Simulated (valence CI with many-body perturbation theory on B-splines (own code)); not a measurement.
# I12+: what the settings do

Computed by relativistic CI+MBPT: five valence electrons over a frozen Dirac-Fock core [Kr], radial functions for each j: 6 s, 6 p, 5 d, 5 f, 1 g, with the one-electron correlation potential Σ1 (screened to all orders), the two-electron term Σ2, the three-electron term Σ3, Breit, model QED; selected single and double excitations, second order for the rest, scaled by the run's own slope (own B-spline code, finite nucleus).

No measured levels were compared; by estimate terms of the open shell hold to 2 to 4 % of their energy, and close levels can change places. Among the levels kept, up to 450 cm⁻¹ of a level comes from second order outside the variational space, and about a tenth of that is noise between levels of different J, which matters for small intervals. Only levels of the ground parity were solved; by the run's estimate the other parity begins above the list, which can be wrong where configurations are misplaced.

The reference run has the lowest level 4d⁵ ⁶S_5/2 and an ionisation energy of 279.470 eV. Its largest variational space holds 10051 state functions.

Names give the largest LS component (configuration and term), which can be under half, so a name can repeat, a term be missing and a line seem to break the LS rules; names also repeat where a configuration has a term twice. Letters in brackets count levels of one name in rising energy.

Changed runs:
A. highest l with Σ1, explicit Σ2 and valence Breit (higher l get mean screening factors) 3 → 1
B. scale of Σ1 1 → 0.8
C. Breit term on → off; QED terms on → off
D. start configuration 4d5 → 5d5 (bad on purpose)

Excitation energies of the reference run in cm⁻¹, and shifts in cm⁻¹:

```csv
Level,Reference,A,B,C
4d⁵ ⁴G_5/2 [a],35279,+325,+38,-401
4d⁵ ⁴G_7/2,41714,+485,-10,-21
4d⁵ ⁴G_11/2,43146,+923,-21,+194
4d⁵ ⁴G_5/2 [b],44138,-149,-19,-5.0
4d⁵ ⁴D_3/2,44276,-744,+2.3,-156
4d⁵ ⁴G_9/2,44443,+583,-30,+176
4d⁵ ⁴P_1/2,48994,-824,-15,-20
4d⁵ ⁴D_7/2,53034,-567,-40,+192
4d⁵ ⁴D_5/2,57987,-934,-31,+110
4d⁵ ⁴D_1/2,59767,-1091,-60,+268
4d⁵ ²I_11/2,61752,+1747,-44,+243
4d⁵ ⁴P_3/2,62450,-1482,-65,+318
Ionisation energy (eV),279.470,+0.216,-0.391,-0.050
```

Run D: It gave no result: the start configuration must fill the lowest shells above the core. The program said: "5d is not the lowest shell of its kind above the core".
